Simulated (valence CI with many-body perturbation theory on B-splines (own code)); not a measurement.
Isoelectronic trend, 13 electrons, Al to Xe41+

Method: relativistic CI+MBPT: three valence electrons over a frozen Dirac-Fock core [Ne], radial functions for each j: 11 s, 11 p, 9 d, 7 f, 5 g, 2 h, 1 i, with the one-electron correlation potential Σ1, the two-electron term Σ2, the three-electron term Σ3, Breit, model QED; selected CI, second order for the rest (own B-spline code, finite nucleus). Basis and details of the method differ along the sequence, and some ions are missing.

Excitation energies in eV above the lowest level of each ion. Labels name the leading LS component, so a column can jump where levels mix; a blank means that no level of the computed list carries the label, and where several do, the lowest of them is shown. The ionisation energies from NIST are mostly theoretical or semi-empirical. By estimate, excited configurations hold to about 0.1 % in light ions and 0.5 % in heavy ones, terms of the ground configuration to 0.5 to 2 %, and small fine-structure intervals to 10 cm⁻¹ or more; near the neutral end and where shells cross, configurations can be misplaced by 0.1 to 0.6 eV.

```
  Ion    Lowest level  IE (eV)   IE, NIST (eV)  3s2 3p 2P°_3/2  3s 3p2 4P_1/2  3s 3p2 2D_3/2  3s2 3d 2D_3/2  3s2 3d 2D_5/2  3p3 2D°_3/2  3p3 4S°_3/2
   Al  3s2 3p 2P°_1/2    5.991         5.98577         0.01384          3.588                         4.023          4.023                          
  S3+  3s2 3p 2P°_1/2   47.359  47.222 ± 0.012          0.1182          8.813          11.66          18.86          18.87        22.93        24.36
 Ca7+  3s2 3p 2P°_1/2   147.81   147.24 ± 0.12          0.5346          16.09          21.27          35.01          35.03        41.63        42.91
 V10+  3s2 3p 2P°_1/2   255.97     254.8 ± 0.4           1.203          21.83          28.89          46.72          46.82        56.17        57.51
Fe13+  3s2 3p 2P°_1/2   392.17     392.2 ± 0.7           2.339          27.90          37.11          58.67          58.92        71.47        73.05
Cu16+  3s2 3p 2P°_1/2   556.55     552.8 ± 2.1           4.123          34.36          46.15          71.18          71.69        87.69        89.95
Ge19+  3s2 3p 2P°_1/2   749.33         744 ± 3           6.768          41.24          56.28          84.59          85.49        105.0        108.7
Br22+  3s2 3p 2P°_1/2   970.82         963 ± 5           10.52          48.54          67.73          99.27          100.7        123.6        129.7
Sr25+  3s2 3p 2P°_1/2   1221.4        1211 ± 6           15.68          56.22          80.80          115.8          117.7        143.8        153.4
Mo29+  3s2 3p 2P°_1/2   1601.5        1587 ± 8           25.30          66.94          101.3          142.7          144.1        174.0        192.1
Rh32+  3s2 3p 2P°_1/2   1921.7        1903 ± 9           35.08          75.26          119.4          156.0          167.4                     225.1
Cd35+  3s2 3p 2P°_1/2   2272.6       2250 ± 10           47.54          83.79          140.4          180.1          194.8        290.0        262.9
Sb38+  3s2 3p 2P°_1/2     2655        2654 ± 4           63.18          92.49          164.8          207.0          227.5        333.5        305.4
Xe41+  3s2 3p 2P°_1/2   3069.5        3068 ± 4           82.57          101.4          193.1          237.7          243.4        385.1
```

**Question.** Does the computed ground configuration or its J change in this range?

**Answer.** No, it stays 3s2 3p with J = 1/2; its leading component is 93 % 2P° at the start and 99 % 2P° at the end, where the leading jj configuration holds 99 %.

Shares of the ionisation energy in eV, for some of the ions:

```
  Ion      Σ1       Σ2         Σ3      Breit       QED
   Al  0.0705  -0.0638  -0.000934  -0.000943  0.000573
 Ca7+   0.521   -0.179    -0.0251    -0.0449   0.00525
Fe13+   0.702   -0.193    -0.0389     -0.167    0.0132
Ge19+   0.812   -0.192    -0.0481     -0.410    0.0248
Sr25+   0.891   -0.184    -0.0546     -0.820    0.0388
Rh32+   0.961   -0.169    -0.0602      -1.57    0.0541
Sb38+    1.01   -0.152    -0.0640      -2.51    0.0597
```
